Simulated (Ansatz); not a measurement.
```yaml
crystal:
  periodic: [false, false, false]
  atoms:
    - {symbol: C, position_ang: [0.962914, 0.113114, 0.821833]}
    - {symbol: C, position_ang: [-0.142951, -0.187601, 0.069030]}
    - {symbol: O, position_ang: [-0.938662, -1.235195, 0.425545]}
    - {symbol: B, position_ang: [-0.434573, 0.675576, -1.187477]}
    - {symbol: Cl, position_ang: [-1.812115, 0.374933, -2.132384]}
    - {symbol: H, position_ang: [1.564236, 0.907542, 0.538242]}
    - {symbol: H, position_ang: [1.220192, -0.437316, 1.705191]}
    - {symbol: H, position_ang: [-0.693296, -1.694037, 1.189275]}
    - {symbol: H, position_ang: [0.308331, 1.517397, -1.461860]}
basis:
  gaussian: {orbitals: pcseg-2}
hamiltonian: {xc: {name: PBE}}
accuracy: high
scf: {max_iter: 3}
```

```sh
$ ansatz run in.yaml --threads 2 --pin off --events-out ev --progress --plain --max-ram 4352MiB
```

Task: How does Ansatz answer? (Estimate.)

Result: Computed: The program refused the input.
```
Error: invalid value for `basis.gaussian`: such a run doesn't read scf.max_iter; remove what it names
```
